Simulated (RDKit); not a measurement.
RDKit input (UFF):

```python
from rdkit import Chem
from rdkit.Chem import AllChem, rdDetermineBonds

mol = Chem.MolFromXYZFile('mol.xyz')
rdDetermineBonds.DetermineBonds(mol, charge=1)
print('SMILES', Chem.MolToSmiles(Chem.RemoveHs(mol)))
ff = AllChem.UFFGetMoleculeForceField(mol)
e0 = ff.CalcEnergy()
flag = ff.Minimize(maxIts=5000, forceTol=1e-5)
print(f'energy {e0:.4f} -> {ff.CalcEnergy():.4f} kcal/mol, converged: {flag == 0}')
print(Chem.MolToXYZBlock(mol))
```
mol.xyz:
```
9

O     -0.97746000     1.38093600    -0.09012500
B     -0.64327800     0.09300000    -0.04416700
O     -1.28882400    -1.07189500    -0.06975900
P      1.32792600    -0.17854900     0.09420400
H     -1.90437800     1.64726100    -0.16139900
H     -2.25266000    -1.10469400    -0.13874700
H      2.05238500     1.01317300     0.19815200
H      1.84855700    -0.85847300    -1.01356800
H      1.68387400    -0.95636900     1.20240300
```

Output:

```
[02:46:44] UFFTYPER: Unrecognized charge state for atom: 3
SMILES [H]/[O+]=[B-](\O)[PH3+]
energy 31.7708 -> 0.8305 kcal/mol, converged: True
9

O     -1.018022    1.367495   -0.361802
B     -0.473519    0.035455    0.001043
O     -1.296988   -1.009624    0.192166
P      1.390079   -0.214497    0.099887
H     -2.016418    1.513912   -0.444129
H     -2.300601   -0.898731    0.117457
H      2.003272    0.986698    0.503316
H      1.878989   -0.589804   -1.165646
H      1.679351   -1.226513    1.034701
```

The dipole moment of an ion depends on the origin.

The geometry given is a B3LYP-D3(BJ)/def2-TZVP minimum.
